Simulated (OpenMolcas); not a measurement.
# SnH2Cl2: a line through the functionals

SnH2Cl2: 5 atoms, total charge 0, spin state singlet. SMILES: `[Cl][SnH2][Cl]`. The coordinates come from a PBE0-D4/def2-TZVP relaxation.

The electronic atomisation energy y, in eV, basis def2-SVPD with a core potential; a is the functional's share of exact exchange. Programs: OpenMolcas 26.06.

| functional | program | a | y (eV) |
| --- | --- | --- | --- |
| TPSS | OpenMolcas | 0 | 12.53 |
| r2SCAN | OpenMolcas | 0 | 12.38 |
| B3LYP | OpenMolcas | 0.2 | ? |
| PBE0 | OpenMolcas | 0.25 | 12.12 |
| BHLYP | OpenMolcas | 0.5 | 11.70 |

Q: Fit y = c + s·a to the known rows and predict B3LYP.

A: 
1. Means of the 4 rows: a = 0.1875, y = 12.182.
2. Σ(Δa)² = 0.17188, Σ(Δa·Δy) = -0.25688, so the slope is -0.25688/0.17188 = -1.4945.
3. Intercept: 12.182 − (-1.4945) × 0.1875 = 12.462. The largest residual of the fit is 0.082.
4. B3LYP: 12.462 + (-1.4945) × 0.2 = 12.16 eV.

The run gave 11.85 eV, so the prediction is off by +0.31 eV, more than the largest residual. The rows mix families of semi-local functionals, which the line can't see. Spin-orbit coupling is left out.
